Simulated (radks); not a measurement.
Spherical quantum dot in the effective-mass picture: electrons in a parabolic well V = omega^2 r^2 / 2 with omega = 0.0802, all in effective atomic units (hartree* = m*/eps^2 hartree, bohr* = eps/m* bohr), one dielectric constant everywhere. Calculated with a radial shooting solver with Libxc functionals: non-relativistic Kohn-Sham, LDA (Slater exchange, Perdew-Wang correlation), spin-polarised, spherical densities. Levels are named by radial order and angular momentum (1s, 1p, 1d, 2s, ...), and open shells are averaged over m. Results are scaled to m* = 0.096 and eps = 9.7, for which hartree* = 27.76 meV and bohr* = 5.347 nm.

N = 2, configuration 1s2. This is the lowest configuration that the search found (a dilute case). Occupied and some empty levels:

level,occupation,eigenvalue (meV),<r> (nm)
1s,2,10.061,26.02
1p,0,11.577,32.09
1d,0,13.338,36.94
2s,0,13.818,33.44

Energy (meV): total 11.6288, kinetic 2.3513, external 4.8602, Hartree 10.230, exchange-correlation -5.8124.

Electron density:

r (nm),n(r) (e/nm^3)
2.52,0.00002282
5.32,0.00002232
8.13,0.00002145
10.9,0.00002021
13.7,0.00001861
16.5,0.00001668
19.3,0.00001451
22.1,0.00001219
24.9,9.849e-06
27.8,7.636e-06
30.6,5.659e-06
33.4,4.004e-06
36.2,2.699e-06
39.0,1.730e-06
41.8,1.056e-06
44.6,6.137e-07
47.4,3.389e-07
50.2,1.786e-07
53.0,8.965e-08
55.8,4.310e-08
